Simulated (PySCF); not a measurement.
ScCl2, SMILES [Cl][Sc+][Cl], charge +1. Atoms are numbered in the order given.

```xyz
3

Sc     0.0000     0.0000     0.7573
Cl     0.0000    -1.8196    -0.4677
Cl     0.0000     1.8196    -0.4677
```
Charge +1, spin multiplicity 1.

Coordinates come from a PBE-D3(BJ)/def2-TZVP optimisation. The spin state was assumed, not searched. The isomer is the one that the SMILES or the coordinates give; other isomers of the formula were not compared.

Level of theory: PBE-D3(BJ)/def2-TZVP run with PySCF.

Frequencies are harmonic and unscaled.

Estimate the vibrational spectrum. (The exact figures need the calculation; the answer reports its results.)


```json
[
 {"mode": "1", "ν (cm⁻¹)": "111", "IR (km/mol)": "8.6", "moving atoms (share of kinetic energy)": "Cl 75 %, Sc 25 %"},
 {"mode": "2", "ν (cm⁻¹)": "470", "IR (km/mol)": "29.9", "moving atoms (share of kinetic energy)": "Cl 64 %, Sc 36 %"},
 {"mode": "3", "ν (cm⁻¹)": "517", "IR (km/mol)": "165.2", "moving atoms (share of kinetic energy)": "Sc 52 %, Cl 48 %"}
]
```
